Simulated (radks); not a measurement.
Values are calculated unless marked as measured or tabulated.
Question: All-electron atom: Ru V in [Kr] 4d4 (the NIST ground configuration). Code: a radial shooting solver on a logarithmic mesh with Libxc functionals. Model: scalar-relativistic Kohn-Sham, PBE, spin-unpolarised, spherical densities, finite nucleus; Fermi nuclear charge, rms radius 4.4809 fm. Some entries of the table are withheld. Estimate them.

orbital  occ.  eigenvalue (hartree)  <1/r> (bohr^-1)  <r^2> (bohr^2)
1s          2                   (1)              (2)        0.001510
2s          2             -117.8596            10.37         0.02501
2p          6                   (3)            10.06             (4)
3s          2             -22.34388            3.596          0.1855
3p          6             -18.36742            3.424          0.1887
3d         10             -11.97155            3.196          0.1764
4s          2              -4.67030            1.365           1.137
4p          6              -3.54288            1.231           1.364
4d          4              -1.90658              (5)           2.187

Answer: 
(1) 1s eigenvalue (hartree): -808.0956
(2) 1s <1/r> (bohr^-1): 45.87
(3) 2p eigenvalue (hartree): -105.7606
(4) 2p <r^2> (bohr^2): 0.01969
(5) 4d <1/r> (bohr^-1): 0.9597
